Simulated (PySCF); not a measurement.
F2H4MoO4, SMILES [OH][Mo]([OH])([OH])([OH])([F])[F], multiplicity 1.

The structure is a stationary point at r2SCAN-D4/def2-SVP. The spin state was assumed, not searched. The def2 effective core potentials stand for the cores of Mo; spin–orbit coupling is left out. Other conformers were not sampled.

Two levels are set side by side: PBE/def2-TZVP (PySCF) and M06-2X/def2-TZVP (PySCF). Same geometry, gas phase. Differences are taken from unrounded values.

```tsv
quantity	M06-2X
orbital gap (eV)	8.30
highest occupied level (eV)	-11.30
lowest empty level (eV)	-3.00
dipole moment (D)	1.13
mean polarisability (bohr³)	62.8
```

What does PBE give, and how far is it from M06-2X? (An estimate is asked for; the answer gives what the named calculation found.)


```
quantity                       PBE  PBE minus M06-2X
---------------------------  -----  ----------------
orbital gap (eV)              3.57             -4.73
highest occupied level (eV)  -7.74              3.56
lowest empty level (eV)      -4.17             -1.17
dipole moment (D)             0.94             -0.19
mean polarisability (bohr³)   67.0               4.2
```

PBE's occupied levels lie high since its potential decays too fast outside the molecule; exact exchange lowers them and widens the gap. Loosely held outer electrons make PBE densities more polarisable. Differences between two approximate levels are no errors against the true value.

Rough cost on one machine, each run with all the roots and properties that it gave: M06-2X against PBE about 4 times.
